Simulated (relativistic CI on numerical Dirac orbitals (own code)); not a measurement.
# Radial parameters of Cd²²⁺

These numbers are calculated, not measured: Dirac-Coulomb-Breit CI, orbitals from a KLI potential per configuration, model QED (radiative potential, 1s self-energy scaled to tabulated hydrogen-like ionisation energies), unscaled Slater integrals (own radial code, finite nucleus).

Slater integrals F^k, G^k are unscaled and averaged over j, outside the closed core [Ne]; ζ comes from projecting the Hamiltonian with its Breit term on Σ l·s of the shell.

- 3s2 3p6 3d8: F^2(3d,3d) = 319340, F^4(3d,3d) = 204840, ζ(3d) = 23779 cm⁻¹; <r>(3d) = 0.3148, <r^2>(3d) = 0.1163 (bohr units).
- 3s2 3p5 3d9: ζ(3p) = 198070, F^2(3p,3d) = 288490, G^1(3p,3d) = 323810, G^3(3p,3d) = 210820, ζ(3d) = 23438 cm⁻¹; <r>(3p) = 0.3433, <r^2>(3p) = 0.1363, <r>(3d) = 0.3155, <r^2>(3d) = 0.1169 (bohr units).
- 3s2 3p4 3d10: F^2(3p,3p) = 289400, ζ(3p) = 197960 cm⁻¹; <r>(3p) = 0.3437, <r^2>(3p) = 0.1366 (bohr units).

Question: Give the Racah parameters of the d shell in 3s2 3p6 3d8.

Answer: B = F²/49 − 5F⁴/441 = 4195 cm⁻¹ and C = 35F⁴/441 = 16257 cm⁻¹.

Averages of the first 10 configurations, taken without configuration mixing, which lowers the lowest level and can move excited configurations by several eV; other configurations of the list can lie among them:

```json
{"Configuration": "3s2 3p6 3d8", "Parity": "even", "States": "45", "Average energy above the lowest level (eV)": "10.1"}
{"Configuration": "3s2 3p5 3d9", "Parity": "odd", "States": "60", "Average energy above the lowest level (eV)": "225.5"}
{"Configuration": "3s2 3p4 3d10", "Parity": "even", "States": "15", "Average energy above the lowest level (eV)": "445.1"}
{"Configuration": "3s 3p6 3d9", "Parity": "even", "States": "20", "Average energy above the lowest level (eV)": "367.6"}
{"Configuration": "3p6 3d10", "Parity": "even", "States": "1", "Average energy above the lowest level (eV)": "730.8"}
{"Configuration": "3s 3p5 3d10", "Parity": "odd", "States": "12", "Average energy above the lowest level (eV)": "581.6"}
{"Configuration": "3s2 3p6 3d7 4s", "Parity": "even", "States": "240", "Average energy above the lowest level (eV)": "448.4"}
{"Configuration": "3s2 3p6 3d7 4p", "Parity": "odd", "States": "720", "Average energy above the lowest level (eV)": "497.7"}
{"Configuration": "3s2 3p6 3d7 4d", "Parity": "even", "States": "1200", "Average energy above the lowest level (eV)": "570.3"}
{"Configuration": "3s2 3p6 3d7 4f", "Parity": "odd", "States": "1680", "Average energy above the lowest level (eV)": "640.4"}
```
